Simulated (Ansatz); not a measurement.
Gas-phase electronic energies from Ansatz, PBE0-D4/def2-TZVP geometries. CCSD(T)/CBS is the MP2 limit (def2-TZVPP, def2-QZVPP) plus CCSD(T) − MP2 in def2-TZVPP, frozen cores. This one scheme is used for every species. DFT in def2-TZVPP. For Ge outer-core shells are correlated without core-valence functions, which leaves a few kJ/mol of doubt a bond. Scalar relativity is left out up to krypton. One conformer a species, not always the lowest.

Consider the formal exchange of groups at the Al–C bond: `[AlH2][CH2][CH2][GeH3]` + `N=CF` → `N=[C](F)[AlH2]` + `C[CH2][GeH3]`.

| level | ΔE (kcal/mol) |
| --- | --- |
| B2PLYP | -4.6 |
| HF/def2-TZVPP | -4.4 |
| MP2/def2-TZVPP | -3.4 |
| CCSD/CBS(def2) | -4.0 |

What does CCSD(T)/CBS give? (Estimate.)

Computed: -4.1 kcal/mol. The listed levels differ from it by -0.5, -0.3, 0.7, 0.1 kcal/mol.

Largest T1 diagnostic among the species: 0.014.
